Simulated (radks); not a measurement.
Ca3+, 17 electrons, occupied as [Ne] 3s2 3p5.

Calculated with a radial shooting solver on a logarithmic mesh with Libxc functionals: scalar-relativistic Kohn-Sham, LDA (Slater exchange, Perdew-Wang correlation), spin-unpolarised, spherical densities, finite nucleus; Fermi nuclear charge, rms radius 3.4776 fm.

Energy parts (eV):
total: -18398.392
kinetic: 18513.814
electron-nucleus: -43169.987
Hartree: 7165.302
exchange-correlation: -907.521

Orbitals (lengths in bohr, moments of r in powers of bohr; r(90%) holds 90 % of the orbital's charge):
| orbital | occ. | eigenvalue (eV) | r(90%) | <1/r> | <r^4> |
|---|---|---|---|---|---|
| 1s | 2 | -3974.719 | 0.138 | 19.70 | 0.0001638 |
| 2s | 2 | -448.8166 | 0.569 | 4.037 | 0.04425 |
| 2p | 6 | -370.4128 | 0.541 | 3.949 | 0.03689 |
| 3s | 2 | -79.1538 | 1.68 | 1.247 | 3.354 |
| 3p | 5 | -59.7112 | 1.84 | 1.134 | 4.826 |

The highest occupied level is 3p at -59.711 eV. For comparison, the ionisation energy in NIST's Atomic Spectra Database is 67.273 eV (semi-empirical). In exact Kohn-Sham theory the highest level is minus the ionisation energy, but local and semilocal functionals leave it too shallow, through self-interaction and a potential that decays too fast; potentials with the right tail come closer. The density falls to 0.001 e/bohr^3 at r = 2.81 bohr. Summed over all electrons, <r^2> = 12.52 bohr^2, which gives a Langevin (diamagnetic) susceptibility term of -9.92 x 10^-6 cm^3/mol.

Beside tabulated values, note that spin-unpolarised runs miss the spin-polarisation part of the exchange energy of open shells.
